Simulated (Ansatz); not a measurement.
Gas-phase reaction in SMILES: [Rb][I] -> [Rb][I] as doublet, charge -1 (an electron is taken up)
Each molecule is optimised on its own at B3LYP-D3(BJ)/def2-TZVP (Ansatz, a quantum-chemistry and plane-wave program). A spin state is the lowest found, not a proven ground state.
Geometry of the first species:
```xyz
2

Rb     0.0000     0.0000    -1.9203
I      0.0000     0.0000     1.3406
```
Charge 0, spin multiplicity 1.

Wanted: adiabatic electron affinity (electronic energy difference), positive where the reaction releases energy, in eV. Cores are frozen in the correlated levels unless marked. UHF or UKS for open shells. No spin-orbit coupling. Frozen are the shells of the preceding noble gas and the d and f shells that filled before the atom's block. The outer core of K, Ca and their heavier congeners is not correlated, a term that matters for these elements. Past Kr the def2 sets carry scalar-relativistic core potentials. STO-3G rows are all-electron and non-relativistic. Anions need diffuse functions: def2-D sets add few; the other sets have none. 

| level | program | adiabatic electron affinity (eV) |
|---|---|---|
| BLYP-D3(BJ)/def2-TZVPD | Ansatz + dftd3 | 0.71 |
| B3LYP-D3(BJ)/def2-TZVPD | Ansatz + dftd3 | 0.82 |
| B3LYP-D4/def2-TZVPD | Ansatz + dftd4 | 0.82 |
| PBE0/STO-3G | Ansatz | -5.16 |
| PBE0/def2-SVP | Ansatz | 0.75 |
| PBE0-D4/def2-TZVP | Ansatz + dftd4 | 0.77 |
| BHLYP-D4/def2-TZVPD | Ansatz + dftd4 | 0.70 |
| BHLYP/def2-TZVPD | Ansatz | 0.70 |
| r2SCANh-D4/def2-TZVPD | Ansatz + dftd4 | 0.71 |
| HSE06-D3(BJ)/def2-TZVPD | Ansatz + dftd3 | 0.77 |
| LC-wPBE-D3(BJ)/def2-TZVPD | Ansatz + dftd3 | 0.73 |
| CCSD/def2-TZVPP | Ansatz | 0.62 |
| CCSD/def2-TZVPPD | Ansatz | 0.62 |
| CCSD(T)/def2-SVPD | Ansatz | 0.64 |
